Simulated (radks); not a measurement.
Lu V, 67 electrons, occupied as [Xe] 4f13. Method: scalar-relativistic Kohn-Sham, r2SCAN, spin-polarised, spherical densities, finite nucleus; open shells are filled with parallel spins first (spin-orbit coupling, left out, can overturn this in heavy ions); meta-GGA in the generalised Kohn-Sham scheme; Fermi nuclear charge, rms radius 5.37 fm; computed with a radial shooting solver on a logarithmic mesh with Libxc functionals.

Normalised radial functions P(r) = r R(r), r in bohr:

r	4d down	5s up	5p down
0.0008095	0.0000	0.0481	0.0010
0.0009349	0.0000	0.0539	0.0013
0.001071	0.0000	0.0599	0.0016
0.001227	0.0000	0.0664	0.0020
0.001406	0.0000	0.0735	0.0025
0.001624	0.0001	0.0817	0.0032
0.00186	0.0001	0.0900	0.0041
0.002131	0.0001	0.0989	0.0051
0.002442	0.0002	0.1082	0.0064
0.00282	0.0002	0.1185	0.0082
0.00323	0.0004	0.1286	0.0103
0.003701	0.0005	0.1386	0.0129
0.00424	0.0007	0.1485	0.0161
0.004897	0.0011	0.1583	0.0204
0.00561	0.0016	0.1665	0.0254
0.006428	0.0023	0.1731	0.0316
0.007364	0.0033	0.1774	0.0391
0.008505	0.0049	0.1786	0.0488
0.009744	0.0070	0.1755	0.0598
0.01116	0.0100	0.1673	0.0729
0.01279	0.0143	0.1529	0.0882
0.01477	0.0206	0.1299	0.1069
0.01692	0.0291	0.1000	0.1268
0.01939	0.0409	0.0618	0.1486
0.02221	0.0569	0.0154	0.1714
0.02565	0.0800	-0.0413	0.1956
0.02939	0.1093	-0.0996	0.2166
0.03367	0.1476	-0.1586	0.2333
0.03858	0.1968	-0.2129	0.2426
0.04455	0.2623	-0.2575	0.2405
0.05104	0.3378	-0.2792	0.2231
0.05848	0.4263	-0.2730	0.1873
0.067	0.5252	-0.2325	0.1308
0.07737	0.6353	-0.1494	0.0488
0.08864	0.7349	-0.0366	-0.0455
0.1016	0.8168	0.0980	-0.1474
0.1164	0.8640	0.2344	-0.2435
0.1344	0.8549	0.3507	-0.3195
0.154	0.7710	0.4032	-0.3470
0.1764	0.5999	0.3753	-0.3158
0.2021	0.3390	0.2567	-0.2189
0.2334	-0.0214	0.0456	-0.0525
0.2674	-0.4107	-0.1965	0.1406
0.3063	-0.8028	-0.4225	0.3300
0.3509	-1.1459	-0.5691	0.4704
0.4053	-1.4012	-0.5806	0.5198
0.4643	-1.5067	-0.4338	0.4478
0.532	-1.4741	-0.1533	0.2623
0.6095	-1.3248	0.2062	-0.0081
0.7039	-1.0838	0.5918	-0.3348
0.8064	-0.8257	0.8875	-0.6269
0.9239	-0.5801	1.0663	-0.8550
1.059	-0.3747	1.1090	-0.9870
1.222	-0.2141	1.0201	-1.0099
1.401	-0.1141	0.8475	-0.9321
1.605	-0.0545	0.6366	-0.7844
1.838	-0.0230	0.4310	-0.6018
2.123	-0.0079	0.2522	-0.4087
2.432	-0.0024	0.1337	-0.2543
2.787	-0.0006	0.0616	-0.1409
3.193	-0.0001	0.0243	-0.0686
3.687	0.0000	0.0075	-0.0274
4.224	0.0000	0.0020	-0.0097

4d down: eigenvalue -243.72 eV, 1 radial node at r = 0.232 bohr, <r> = 0.546 bohr, 90 % of the charge inside 0.819 bohr. 5s up: eigenvalue -107.62 eV, 4 radial nodes at r = 0.0231, 0.0921, 0.240, 0.565 bohr, <r> = 1.14 bohr, 90 % of the charge inside 1.64 bohr. 5p down: eigenvalue -75.512 eV, 3 radial nodes at r = 0.0832, 0.243, 0.607 bohr, <r> = 1.32 bohr, 90 % of the charge inside 1.92 bohr.
